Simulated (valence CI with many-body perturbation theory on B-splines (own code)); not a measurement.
## Level structure of Cs XLII

Computed by configuration interaction combined with many-body perturbation theory (CI+MBPT): four valence electrons over a frozen Dirac-Fock core [Ne], a basis of 11 s, 11 p, 10 d, 8 f, 5 g, 2 h functions for each j, with the one-electron correlation potential Σ1, the two-electron term Σ2, the three-electron term Σ3, Breit, model QED; selected CI, second order for the rest, scaled by the run's own slope (own B-spline code, finite nucleus).

The last digits are not significant, and no measured levels were compared; by estimate large intervals hold to a few tenths of a per cent, small ones and those within an open d or f shell to about a per cent. Among the levels kept, up to 650 cm⁻¹ of a level comes from second order outside the variational space, and about a tenth of that is noise between levels of different J, which matters for small intervals.

Levels 91 to 135 of 171, with energies above the lowest level, (3s^2 3p1/2^2) J=0. "Leading %" is the weight of the configuration and term that name the level; weights of strongly mixed levels are sums over their largest components and can fall short. In the jj column 3d3/2^4 stands for four electrons in 3d with j = 3/2. Lifetimes count E1, E2, E3, M1 and M2 decay at the calculated energies, and are blank where another channel may lead or the interval is too uncertain; long ones can be off by a factor of two.

```
No.  Configuration  Term  J  E (Ry)  Leading %  Lifetime      g                   Leading jj
 91      3s 3p2 3d    3D  1  40.977         58   1.22 ps  0.818      3s 3p3/2^2 3d3/2 (82 %)
 92      3s 3p2 3d    3P  2  41.262         23   1.07 ps  1.100      3s 3p3/2^2 3d3/2 (73 %)
 93      3s 3p2 3d    3D  3  41.304         76   1.98 ps  1.275      3s 3p3/2^2 3d5/2 (82 %)
 94      3s 3p2 3d    3F  4  41.500         53   2.09 ps  1.139      3s 3p3/2^2 3d5/2 (82 %)
 95      3s 3p 3d2   5G°  2  41.658         69   7.81 ps  0.478      3s 3p1/2 3d3/2^2 (84 %)
 96      3s 3p2 3d    1D  2  41.943         60   3.24 ps  1.037      3s 3p3/2^2 3d5/2 (83 %)
 97         3p3 3d   3F°  4  42.084         40   5.71 ps  1.254   3p1/2^2 3p3/2 3d5/2 (89 %)
 98        3s2 3d2    1S  0  42.094         61   1.89 ps                 3s^2 3d5/2^2 (69 %)
 99      3s 3p 3d2   5G°  3  42.295         51   8.83 ps  0.986      3s 3p1/2 3d3/2^2 (71 %)
100      3s 3p2 3d    3P  2  42.298         24   1.60 ps  1.218      3s 3p3/2^2 3d5/2 (63 %)
101      3s 3p2 3d    3D  3  42.301         40   1.62 ps  1.174      3s 3p3/2^2 3d5/2 (77 %)
102         3p3 3d   3D°  2  42.317         34   4.94 ps  1.276   3p1/2^2 3p3/2 3d5/2 (78 %)
103      3s 3p2 3d    3P  1  42.794         43   1.41 ps  1.166      3s 3p3/2^2 3d5/2 (84 %)
104         3p3 3d   3D°  3  42.915         15   5.21 ps  1.097   3p1/2^2 3p3/2 3d5/2 (60 %)
105      3s 3p 3d2   5D°  0  43.517         72   2.56 ps             3s 3p1/2 3d3/2^2 (73 %)
106      3s 3p2 3d    1D  2  43.558         50   1.25 ps  1.086      3s 3p3/2^2 3d5/2 (82 %)
107      3s 3p 3d2   5D°  1  43.565         13   5.41 ps  1.182   3p1/2^2 3p3/2 3d5/2 (56 %)
108      3s 3p 3d2   5G°  3  43.667         20   6.86 ps  1.171  3s 3p1/2 3d3/2 3d5/2 (72 %)
109      3s 3p 3d2   5G°  4  43.698         59   11.1 ps  1.158  3s 3p1/2 3d3/2 3d5/2 (87 %)
110      3s 3p 3d2   5F°  2  43.729         30   4.22 ps  1.115  3s 3p1/2 3d3/2 3d5/2 (70 %)
111      3s 3p 3d2   5F°  1  43.736         54   2.06 ps  0.372      3s 3p1/2 3d3/2^2 (67 %)
112      3s 3p 3d2   5D°  1  44.008         47   2.72 ps  1.444      3s 3p1/2 3d3/2^2 (75 %)
113      3s 3p 3d2   5D°  2  44.272         26   1.82 ps  1.308      3s 3p1/2 3d3/2^2 (54 %)
114      3s 3p 3d2   5P°  1  44.280         46   3.99 ps  1.892  3s 3p1/2 3d3/2 3d5/2 (66 %)
115      3s 3p 3d2   3G°  5  44.646         36   9.31 ps  1.199  3s 3p1/2 3d3/2 3d5/2 (78 %)
116      3s 3p 3d2   3G°  3  44.755         34   5.37 ps  1.057  3s 3p1/2 3d3/2 3d5/2 (77 %)
117      3s 3p 3d2   3H°  4  44.772         33   7.76 ps  1.025  3s 3p1/2 3d3/2 3d5/2 (77 %)
118      3s 3p 3d2   5D°  2  44.803         16   5.38 ps  1.120  3s 3p1/2 3d3/2 3d5/2 (65 %)
119         3p3 3d   5D°  0  44.854         30   5.39 ps         3s 3p1/2 3d3/2 3d5/2 (47 %)
120      3s 3p 3d2   3D°  1  44.926         32   3.86 ps  0.934  3s 3p1/2 3d3/2 3d5/2 (39 %)
121            3p4    3P  0  45.474         43    899 fs                      3p3/2^4 (72 %)
122      3s 3p 3d2   5D°  4  45.480         50   3.59 ps  1.331      3s 3p1/2 3d5/2^2 (57 %)
123      3s 3p 3d2   5D°  3  45.480         35   2.22 ps  1.344  3s 3p1/2 3d3/2 3d5/2 (79 %)
124      3s 3p 3d2   5D°  2  45.857         25   1.90 ps  1.478  3s 3p1/2 3d3/2 3d5/2 (83 %)
125      3s 3p 3d2   3F°  4  46.045         30   4.25 ps  1.177  3s 3p1/2 3d3/2 3d5/2 (38 %)
126         3p3 3d   5D°  3  46.161         21   2.58 ps  1.149  3s 3p1/2 3d3/2 3d5/2 (57 %)
127      3s 3p 3d2   3P°  2  46.189         21   2.08 ps  1.365  3s 3p1/2 3d3/2 3d5/2 (50 %)
128      3s 3p 3d2   5G°  5  46.362         28   9.27 ps  1.181      3s 3p1/2 3d5/2^2 (70 %)
129      3s 3p 3d2   3D°  1  46.409         22   1.89 ps  1.136  3s 3p1/2 3d3/2 3d5/2 (59 %)
130         3p3 3d   3F°  2  46.436         31   3.89 ps  0.989   3p1/2 3p3/2^2 3d3/2 (35 %)
131      3s 3p 3d2   3F°  2  46.528         24   2.97 ps  1.014      3s 3p1/2 3d5/2^2 (50 %)
132         3p3 3d   3D°  3  46.770         25   3.85 ps  1.121   3p1/2 3p3/2^2 3d5/2 (33 %)
133      3s 3p 3d2   3H°  4  46.782         29   4.73 ps  1.084      3s 3p1/2 3d5/2^2 (45 %)
134         3p3 3d   3D°  3  46.805         19   3.42 ps  1.127   3p1/2 3p3/2^2 3d3/2 (37 %)
135         3p3 3d   3D°  1  47.172         20   1.76 ps  0.900   3p1/2 3p3/2^2 3d3/2 (58 %)
```

Where two levels of one J and parity lie close, their mixing, g and order are uncertain.
